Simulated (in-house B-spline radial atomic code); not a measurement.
Configurations of neutral sulfur, with energies counted from [Ne] 3s2 3p4. Computed with a B-spline radial code for spherical atoms: Dirac-Hartree-Fock, average of configuration, Fermi nucleus of rms radius 3.2611 fm. Energies include first-order Breit, QED and recoil terms.

Occupations are held fixed; configurations that lie above the ionisation limit could autoionise.

```json
{"configuration": "[Ne] 3s2 3p3 5g1", "E - E(ref) (eV)": "10.133", "highest orbital": "5g9/2", "its <r> (bohr)": "27.5"}
{"configuration": "[Ne] 3s2 3p3 6g1", "E - E(ref) (eV)": "10.3", "highest orbital": "6g9/2", "its <r> (bohr)": "44"}
{"configuration": "[Ne] 3s2 3p3 7d1", "E - E(ref) (eV)": "10.386", "highest orbital": "7d3/2", "its <r> (bohr)": "66.83"}
{"configuration": "[Ne] 3s1 3p4 4d1", "E - E(ref) (eV)": "21.987", "highest orbital": "4d3/2", "its <r> (bohr)": "18.45"}
{"configuration": "[Ne] 3s1 3p4 6d1", "E - E(ref) (eV)": "22.51", "highest orbital": "6d3/2", "its <r> (bohr)": "47.04"}
{"configuration": "[Ne] 3s1 3p4 6g1", "E - E(ref) (eV)": "22.537", "highest orbital": "6g9/2", "its <r> (bohr)": "44"}
```

Task: Order these further configurations by energy, lowest first.
A. [Ne] 3s1 3p4 5f1
B. [Ne] 3s2 3p3 4d1
C. [Ne] 3s2 3p3 7f1
D. [Ne] 3s2 3p3 5d1
E. [Ne] 3s1 3p4 6f1

Result: B (9.7679 eV), D (10.099 eV), C (10.4 eV), A (22.37 eV), E (22.536 eV).

Task: How far above the reference does [Ne] 3s1 3p4 7f1 lie?

Result: 22.637 eV; its least bound orbital is 7f5/2 with <r> = 67.46 bohr.
